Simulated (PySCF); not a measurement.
CHO2, SMILES [O]C=O (connectivity only; charge and spin as stated), charge -1, multiplicity 1.

Geometry optimised at PBE0-D3(BJ)/def2-TZVPD. The multiplicity is an assumed one; other spin states were not compared. The isomer is the one that the SMILES or the coordinates give; other isomers of the formula were not compared.

Level of theory: PySCF with PBE/def2-TZVPD.

Symmetry labels are those of the subgroup C2v that the program uses (full group C2v).

Computed valence orbital energies around the gap with their symmetry:
| orbital | symmetry | energy (eV) |
|---|---|---|
| HOMO−7 | B2 | -17.74 |
| HOMO−6 | A1 | -7.48 |
| HOMO−5 | A1 | -4.88 |
| HOMO−4 | B2 | -4.03 |
| HOMO−3 | B1 | -3.86 |
| HOMO−2 | A2 | -0.41 |
| HOMO−1 | B2 | 0.19 |
| HOMO | A1 | 0.29 |
| LUMO | A1 | 4.23 |
| LUMO+1 | A1 | 4.95 |
| LUMO+2 | B2 | 4.96 |
| LUMO+3 | B1 | 5.47 |
